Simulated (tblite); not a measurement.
F₆Re, charge +1, singlet, geometry from GFN2-xTB (such geometries of metal compounds can be far from the true shape) (the multiplicity is a formal guess); tblite with GFN1-xTB.

The tblite input:
```
$ tblite run mol.xyz --method gfn1 --charge 1 --spin 0 --efield 0,0,0.1 --json tblite.json --no-restart

# file mol.xyz
7

Re     0.00000000    -0.00000000    -0.00000000
F      1.06169028    -0.44249112    -1.29720893
F     -1.06169028     0.44249112     1.29720893
F     -1.08091769     0.73857109    -1.13660253
F     -0.84271367    -1.50480895    -0.17640667
F      0.84271367     1.50480895     0.17640667
F      1.08091769    -0.73857109     1.13660253
```

Problem. What does tblite print? Leave out banner, timings and long lists.

Solution. 
```
xTB calculator
 | screened Coulomb repulsion
 | Coulomb electrostatics
 |  * isotropic Klopman-Ohno-Mataga-Nishimoto electrostatics
 |  * onsite third-order electrostatics
 | DFT-D3(BJ) dispersion correction
 | Interactions (1)
 | [1] electric field

halogen bonding energy    0.0000000000000E+00 Eh
repulsion energy          4.3636036464415E-02 Eh
dispersion energy        -1.7363505920483E-03 Eh
interaction energy        0.0000000000000E+00 Eh
number of electrons       4.8000000000000E+01 e
integral cutoff           3.5545256755052E+01 bohr

------------------------------------------------------------
  cycle        total energy    energy error   density error
------------------------------------------------------------
      1     -27.86019186470  -2.7902092E+01   9.4743136E-01
      2     -28.39398960007  -5.3379774E-01   1.1715304E+00
      3     -31.92764968441  -3.5336601E+00   3.2956074E-01
      4     -31.54918815465   3.7846153E-01   4.8595087E-01
      5     -32.23903568981  -6.8984754E-01   2.3176140E-01
      6     -32.39110963193  -1.5207394E-01   1.2432475E-01
      7     -32.45537897329  -6.4269341E-02   4.0953317E-02
      8     -32.45741219481  -2.0332215E-03   2.8285810E-02
      9     -32.45964021158  -2.2280168E-03   1.7566064E-02
     10     -32.46037971238  -7.3950080E-04   1.1896308E-02
     11     -32.46060264188  -2.2292950E-04   9.5148795E-03
     12     -32.46093181205  -3.2917017E-04   3.5207007E-03
     13     -32.46098974007  -5.7928026E-05   5.1463362E-04
     14     -32.46099125081  -1.5107350E-06   2.5314403E-04
     15     -32.46099131168  -6.0872239E-08   2.0920454E-04
     16     -32.46099140969  -9.8012187E-08   1.1966059E-04
     17     -32.46099144797  -3.8279062E-08   5.9961928E-05
     18     -32.46099146124  -1.3272597E-08   1.3594643E-06
------------------------------------------------------------

electronic energy        -3.2502891147116E+01 Eh
total energy             -3.2460991461244E+01 Eh

Post processing:
 | Mayer-Wiberg bond orders

[Info] JSON dump of results written to 'tblite.json'
```
